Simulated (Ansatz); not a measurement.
Consider the atomization: `CO[SiH](Cl)OC` → 2 C• + Cl• + 7 H• + 2 O• + Si•.

Computed with Ansatz on PBE0-D4/def2-TZVP structures; ΔE is electronic, products minus reactants. CCSD(T)/CBS adds triple-zeta CCSD(T) − MP2 to the extrapolated MP2 energy (def2 sets, frozen cores). This one scheme is used for every species, atoms too. Functionals use def2-TZVPP. B3LYP here is the variant with VWN-RPA as its local correlation; programs differ in this. No spin–orbit coupling; open shells (•) take unrestricted orbitals. Spin–orbit coupling would lower the free atoms: a little for C, Cl, O, Si. Each species was taken in one conformer, which may not be the lowest.

```
             level  ΔE (eV)
          B3LYP-D4    51.40
           ωB97X-V    51.70
            B2PLYP    50.96
            r2SCAN    51.60
     HF/def2-TZVPP    37.82
SCS-MP2/def2-TZVPP    50.96
SCS-MP2/def2-QZVPP    51.90
     MP2/CBS(def2)    52.69
```

Question: What does CCSD(T)/CBS give? (Estimate.)

Answer: Ansatz gave: +51.68 eV. The listed levels differ from it by -0.28, 0.02, -0.72, -0.08, -13.86, -0.72, 0.22, 1.01 eV.

Largest T1 diagnostic among the species: 0.012.

From PBE to PBE0 (25 % exact exchange), in def2-TZVPP and without D4, ΔE moves by −0.82 eV: exact exchange takes away binding that semilocal exchange gives to molecules. The D4 term adds +0.48 eV with B3LYP and +0.26 eV with PBE0; it sums over pairs of atoms, weighted by their polarisabilities, and B3LYP, whose exchange is more repulsive, gets the larger term.

For atomizations the MP2-based limit and the directly extrapolated one differ by several kJ/mol either way, and by 10 to 25 for some Ge, Se and Sn compounds, so smaller differences from it don't rank the levels.
